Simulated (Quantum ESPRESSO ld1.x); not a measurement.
Results of a calculation; reference values are marked as such.
Task: Br2+, configuration [Ar] 3d10 4s1 4p3 4d1 (not the ground configuration). Level of theory: non-relativistic Kohn-Sham, LDA (Slater exchange, VWN5 correlation), spin-polarised, spherical densities, point nucleus; open shells are filled with parallel spins first (ld1.x of Quantum ESPRESSO 7.5). Some entries of the table are withheld. Estimate them.

orbital,occ.,eigenvalue (eV),<1/r> (bohr^-1),<r^2> (bohr^2)
1s up,1,-13095.9,34.45,0.002562
1s down,1,-13095.5,34.45,0.002562
2s up,1,-1707.93,7.635,0.04429
2s down,1,-1707.62,7.635,0.04429
2p up,3,-1543.89,7.622,0.03418
2p down,3,-1543.51,7.622,0.03418
3s up,1,-257.531,2.522,0.3655
3s down,1,-256.948,2.524,0.3643
3p up,3,-200.121,2.413,0.3801
3p down,3,-199.466,2.416,0.3779
3d up,5,-97.3125,2.159,0.4278
3d down,5,-96.4674,2.170,0.4183
4s up,1,-45.7422,0.8386,2.838
4s down,0,-40.5610,0.8439,2.862
4p up,3,-32.5244,(1),3.678
4p down,0,-27.4112,(2),3.886
4d up,1,-14.4399,0.4962,(3)
4d down,0,-10.8963,0.4227,(4)

Result: 
(1) 4p up <1/r> (bohr^-1): 0.7317
(2) 4p down <1/r> (bohr^-1): 0.7218
(3) 4d up <r^2> (bohr^2): 7.912
(4) 4d down <r^2> (bohr^2): 11.01
